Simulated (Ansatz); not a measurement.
A geometry relaxed with Ansatz (a first-principles code) with PBE0-D3(BJ)/def2-SVP, charge 0, multiplicity 1:

```xyz
23

H     -0.4002     0.8824     2.1623
H      0.1235     1.1354    -1.8368
H      0.0673    -1.4875     1.5688
C     -0.3152    -0.8185     0.7846
C      0.7491    -0.2691    -0.1948
C     -1.2735    -0.5424    -1.4184
C      1.8819     0.4900     0.4086
H     -2.2649    -0.1283    -1.6580
H     -0.9161    -1.0650    -2.3190
H     -0.9470    -2.4992    -0.4568
H     -2.2965    -1.5994     0.2521
C     -0.2858     0.5543    -0.9979
H      3.9642     0.7988     0.6809
C     -0.9507     1.4095     0.0913
H     -0.3691     2.3220     0.2931
H      3.4830    -0.6251    -0.4249
C     -0.9710     0.4634     1.3196
H      1.6271     1.3371     1.0570
H     -1.9879     0.2685     1.6930
H     -1.9563     1.7371    -0.2135
C     -1.2938    -1.4894    -0.1888
H      1.1601    -1.0837    -0.8155
C      3.1718     0.2090     0.2131
```

### Question
Write the SMILES of this molecule.

### Answer
`C=C[C@H]1[C@H]2CC[C@@H]1CC2`
